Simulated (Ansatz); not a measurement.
**Abstraction of Cl: CClF3 + C2H5Si → CF3 + C2H5ClSi**

Species: CClF3 `FC(F)(F)Cl`, singlet; C2H5Si `C=C[SiH2]`, doublet; CF3 (trifluoromethyl radical) `F[C](F)F`, doublet; C2H5ClSi `C=C[SiH2]Cl`, singlet. A radical takes Cl: the energy is the difference in strength between the C–Cl bond broken and the Si–Cl bond made.

Shapes, held fixed at every level: PBE0-D4/def2-TZVP. Flexible molecules stand in one conformer, not always the lowest. Programs: Ansatz 0.2.0. The zero-point and thermal change to 298 K, harmonic and unscaled (PBE0-D4/def2-TZVP), is +3.6 kJ/mol.

Question: Estimate ΔH(298 K) of this reaction.

Answer: B2PLYP/def2-TZVPP gives ΔH(298 K) = -100.3 kJ/mol; the levels span -114.3 to -60.0. The median of the levels is -94.5. No measured value is set beside it here. Spin contamination: C2H5Si (⟨S²⟩ up to 0.90). Open shells run unrestricted unless RO is named.

| level | kind | ΔH(298 K) (kJ/mol) |
| --- | --- | --- |
| HF/def2-SVP | Hartree–Fock | -114.3 |
| SPW92/def2-TZVPP | LDA | -60.0 |
| PBE-D4/def2-TZVPP | GGA | -79.2 |
| B3LYP-D4/def2-TZVPP | global hybrid | -96.2 |
| BHLYP-D4/def2-TZVPP | global hybrid | -108.7 |
| PBE0-D4/def2-TZVPP | global hybrid | -89.1 |
| wB97M-V/def2-TZVPP | range-separated hybrid | -92.7 |
| B2PLYP/def2-TZVPP | double hybrid | -100.3 |
